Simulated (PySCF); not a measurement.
**Telling isomers of C$_{7}$H$_{10}$O$_{2}$Si apart by NMR**

[PySCF 2.14: geometry: GFN2-xTB; GIAO PBE0/pcSseg-1 shieldings; no relativistic terms; single conformer; equivalent nuclei averaged; no solvent model]

Scale: 1H (31.72 ppm), 13C (186.93 ppm) against TMS (reference shieldings calculated alike). Where no couplings were computed, multiplicities follow the n + 1 count of equivalent neighbours, and m marks all less simple cases (inequivalent or close neighbours, rings, F or P nearby). Shifts are as computed. Against solution values, carbons near 30 ppm lie about +3 ppm off and those near 130 ppm about +5 ppm. Of 1309 compounds with measured shifts, 239 miss one by over three times the rms of a fit or turn the order of signals round; such compounds aren't used in these exercises. OH and NH positions are gas-phase values without hydrogen bonding to other molecules.

(1) Tabulate the signals of `C=C(C)/C=C(\C=O)[SiH2]C=O`, `CC#CC(=C=O)C[SiH2]OC`, `OCc1ccc([SiH2]O)cc1` and their relative energies.

(2) What is the quickest way to tell C=C(C)/C=C(\C=O)[SiH2]C=O from CC#CC(=C=O)C[SiH2]OC?

(3) What is the quickest way to tell CC#CC(=C=O)C[SiH2]OC from OCc1ccc([SiH2]O)cc1?

(4) What is the quickest way to tell C=C(C)/C=C(\C=O)[SiH2]C=O from OCc1ccc([SiH2]O)cc1?

## Answers

(1) 
```tsv
SMILES	carbon types	δC	δH	E rel. (kcal/mol)
C=C(C)/C=C(\C=O)[SiH2]C=O	2×C 3×CH 1×CH2 1×CH3	236.4, 198.8, 167.0, 151.5, 148.2, 133.8, 25.0	12.24 (t, 1H), 10.03 (s, 1H), 7.72 (s, 1H), 5.81 (br s, 1H), 5.42 (br s, 1H), 4.30 (d, 2H), 2.07 (s, 3H)	68.2
CC#CC(=C=O)C[SiH2]OC	4×C 1×CH2 2×CH3	219.2, 105.8, 72.3, 54.3, 18.8, 11.8, 6.3	4.88 (t, 2H), 3.80 (s, 3H), 2.19 (s, 3H), 1.55 (t, 2H)	66.4
OCc1ccc([SiH2]O)cc1	2×C 4×CH 1×CH2	150.0, 142.1, 141.1, 134.3, 72.2	7.97 (d, 2H), 7.75 (d, 2H), 5.41 (s, 2H), 4.82 (s, 2H), 1.16 (br s, 1H), 0.28 (br s, 1H)	0.0
```

Energies are electronic energies at PBE0/pcSseg-1 on these geometries, without zero-point or thermal terms, each for the one conformer computed, which needn't be the lowest.

(2) Both give the same number of carbon signals, but DEPT or the intensities differ. The first has a carbonyl carbon (CH) at 236.4 ppm, the second a central carbon of a ketene (C) at 219.2 ppm. In the proton spectra the most deshielded non-exchanging signals are 12.24 (t, 1H) and 4.88 (t, 2H).

(3) Count the carbon signals: 7 against 5. The first has a central carbon of a ketene (C) at 219.2 ppm, the second an aromatic CH at 141.1 ppm. Their most deshielded carbons lie at 219.2 and 150.0 ppm. In the proton spectra the most deshielded non-exchanging signals are 4.88 (t, 2H) and 7.97 (d, 2H).

(4) Count the carbon signals: 7 against 5. The first has a carbonyl carbon (CH) at 236.4 ppm, the second an sp3 CH2 bonded to O, on an aromatic ring at 72.2 ppm. Their most deshielded carbons lie at 236.4 and 150.0 ppm. In the proton spectra the most deshielded non-exchanging signals are 12.24 (t, 1H) and 7.97 (d, 2H).
